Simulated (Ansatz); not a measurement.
Basis-set series for `C#CS[SiH3]`. The species carries charge 0 and has multiplicity 1. All single points use the PBE0-D4/def2-TZVP geometry.

Cartesian coordinates in Å:
```
C 0.782 2.010 0.896
C 1.019 0.900 0.495
S 1.393 -0.644 -0.058
Si -0.625 -1.207 -0.560
H 0.573 2.991 1.252
H -1.474 -1.171 0.654
H -1.161 -0.290 -1.593
H -0.509 -2.589 -1.086
```

```tsv
functional	basis	functions	energy (Eh)	HOMO (eV)	LUMO (eV)
PBE0-D4	def2-SVP	84	-765.60603	-6.91	-0.04
PBE0-D4	def2-TZVPP	202	-765.93646	-6.97	-0.33
ωB97M-V	def2-SVP	84	-765.87880	-8.97	2.02
ωB97M-V	def2-TZVPP	202	-766.21278	-9.07	1.48
```

Problem. Give the rows for def2-QZVPP. (Best estimate.)

Solution. Computed: 
```tsv
functional	basis	functions	energy (Eh)	HOMO (eV)	LUMO (eV)
PBE0-D4	def2-QZVPP	374	-765.96254	-6.99	-0.43
ωB97M-V	def2-QZVPP	374	-766.23693	-9.09	1.13
```

Positive LUMOs are unbound and depend on the basis.
